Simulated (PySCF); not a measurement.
Compound: C4H9O4S2 (charge -1).
Cartesian coordinates in Å at the GFN2-xTB level; atoms count from 1:
```xyz
19
C4H9O4S2 angstrom
C     -0.115   -0.708   -1.956
C      0.397    0.231   -0.890
S     -0.939    1.042   -0.139
C     -2.212   -0.078    0.598
O     -0.468    1.867    0.967
O     -1.667    1.787   -1.163
S      1.215   -0.668    0.373
C      2.179    0.588    1.282
O      2.199   -1.557   -0.236
O      0.371   -1.335    1.367
H     -0.731   -1.529   -1.568
H      0.736   -1.147   -2.475
H     -0.711   -0.127   -2.659
H     -2.869    0.549    1.185
H     -1.678   -0.790    1.212
H     -2.746   -0.553   -0.214
H      2.611    0.122    2.158
H      1.474    1.366    1.543
H      2.943    0.951    0.607
```

Mulliken charges (e) from the PBE0/pcSseg-1 density (PySCF), one withheld:

| atom | bonded to | charge |
| --- | --- | --- |
| C1 | C2 H11 H12 H13 | -0.2675 |
| C2 | C1 S3 S7 | ? |
| S3 | C2 C4 O5 O6 | +0.9487 |
| C4 | S3 H14 H15 H16 | -0.3718 |
| O5 | S3 | -0.6147 |
| O6 | S3 | -0.6134 |
| S7 | C2 C8 O9 O10 | +0.9075 |
| C8 | S7 H17 H18 H19 | -0.3308 |
| O9 | S7 | -0.6153 |
| O10 | S7 | -0.6025 |
| H11 | C1 | +0.0836 |
| H12 | C1 | +0.1236 |
| H13 | C1 | +0.1277 |
| H14 | C4 | +0.1238 |
| H15 | C4 | +0.1613 |
| H16 | C4 | +0.1142 |
| H17 | C8 | +0.1157 |
| H18 | C8 | +0.1669 |
| H19 | C8 | +0.1233 |

Q: What is the charge on C2?

A: The charges add up to the total charge, -1. The others sum to -0.4197, which leaves -0.5803 e for C2 (carbon bonded to C and 2 S); the computed value is -0.5804, the difference coming from rounding.

Q: Add each hydrogen's charge to the atom that carries it.

A: C1 +0.0674, C4 +0.0275, C8 +0.0751. Atoms without hydrogen keep their charges.

Q: Across which bond do the charges differ most?

A: S3–O5: +0.9487 on S3 against -0.6147 on O5, a difference of 1.5634 e (S3–O6 within 0.003 e of it). The lower charge is on the more electronegative element of the two (Pauling values: O 3.44, S 2.58).

Q: Take the bonds between elements whose Pauling electronegativities differ by more than 0.25. In how many does the more electronegative atom carry the lower charge?

A: In 13 of 13.

Q: How much positive and how much negative charge does this set hold in all?

A: +2.9963 e on 11 atoms and -3.9964 e on 8.

The Mulliken scheme counts on each atom the diagonal of the density matrix times the overlap matrix over that atom's basis functions. The structure is a single GFN2-xTB conformer in the gas phase; no vibrational or solvent corrections. The pcSseg-1 basis has no diffuse functions, a weakness for an anion.
